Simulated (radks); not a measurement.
All-electron atom: Ge XX in [Ne] 3s2 3p1 (the NIST ground configuration).

Calculated with a radial shooting solver on a logarithmic mesh with Libxc functionals: Dirac Kohn-Sham, BLYP, spin-unpolarised, spherical densities, finite nucleus; open shells are shared between the two j in proportion to 2j + 1; Fermi nuclear charge, rms radius 4.0742 fm.

Energy parts (eV):
| part | energy |
|---|---|
| total | -51567.388 |
| kinetic | 52786.191 |
| electron-nucleus | -113158.402 |
| Hartree | 10341.761 |
| exchange-correlation | -1536.937 |

Orbitals (lengths in bohr, moments of r in powers of bohr; <r^-3> diverges for s and p1/2; r(max) is where P^2 peaks; r(90%) holds 90 % of the orbital's charge):
orbital	occ.	eigenvalue (eV)	r(90%)	<r^-3>	r(max)	<r^2>	small-component weight
1s1/2	2	-11734.69	0.0840	-	0.03072	0.002971	1.34e-02
2s1/2	2	-2116.148	0.320	-	0.1751	0.05049	2.66e-03
2p1/2	2	-1971.667	0.291	-	0.1382	0.03896	2.64e-03
2p3/2	4	-1938.927	0.296	983.4	0.1411	0.04034	2.59e-03
3s1/2	2	-774.4508	0.760	-	0.4907	0.3115	9.04e-04
3p1/2	0.333333	-726.9798	0.754	-	0.4725	0.2984	8.75e-04
3p3/2	0.666667	-719.7564	0.761	218.6	0.4780	0.3046	8.64e-04
3d3/2	0	-649.8307	0.708	32.72	0.3904	0.2481	7.82e-04
3d5/2	0	-648.3635	0.710	31.95	0.3918	0.2496	7.79e-04
4s1/2	0	-399.0043	1.42	-	1.011	1.143	4.27e-04

The highest occupied level is 3p3/2 at -719.76 eV. The electron density at the nucleus is 3.2e+04 e/bohr^3. For comparison, the ionisation energy in NIST's Atomic Spectra Database is 744 eV (semi-empirical). In exact Kohn-Sham theory the highest level is minus the ionisation energy, but local and semilocal functionals leave it too shallow, through self-interaction and a potential that decays too fast; potentials with the right tail come closer.

Beside tabulated values, note that spin-unpolarised runs miss the spin-polarisation part of the exchange energy of open shells.
